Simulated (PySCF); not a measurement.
C₄H₉NSi, SMILES CC#C[SiH2]CN. Geometry optimised at PBE0-D3(BJ)/def2-SVP. The structure was generated by enumeration, and PubChem lists no compound with its InChIKey, so it may never have been made. Other conformers were not sampled.

Computed equilibrium geometry at PBE0-D3(BJ)/def2-SVP (PySCF confirms it by a frequency run) as bond lengths and angles (one conformer of several):
Atoms: C1 C2 C3 Si4 C5 N6 H7 H8 H9 H10 H11 H12 H13 H14 H15. Bonded distances (Å): C1–C2 1.451, C1–H7 1.101, C1–H8 1.101, C1–H9 1.101, C2–C3 1.220, C3–Si4 1.833, Si4–C5 1.889, Si4–H10 1.492, Si4–H11 1.496, C5–N6 1.450, C5–H12 1.112, C5–H13 1.105, N6–H14 1.018, N6–H15 1.019. Angles (°): C2–C1–H7 110.9, C2–C1–H8 111.1, C2–C1–H9 111.2, H7–C1–H8 107.8, H7–C1–H9 107.8, H8–C1–H9 107.9, C1–C2–C3 179.4, C2–C3–Si4 178.0, C3–Si4–C5 108.4, C3–Si4–H10 109.1, C3–Si4–H11 109.3, C5–Si4–H10 111.0, C5–Si4–H11 109.9, H10–Si4–H11 109.0, Si4–C5–N6 110.0, Si4–C5–H12 108.4, Si4–C5–H13 106.5, N6–C5–H12 115.9, N6–C5–H13 109.7, H12–C5–H13 105.9, C5–N6–H14 111.3, C5–N6–H15 110.3, H14–N6–H15 106.8.
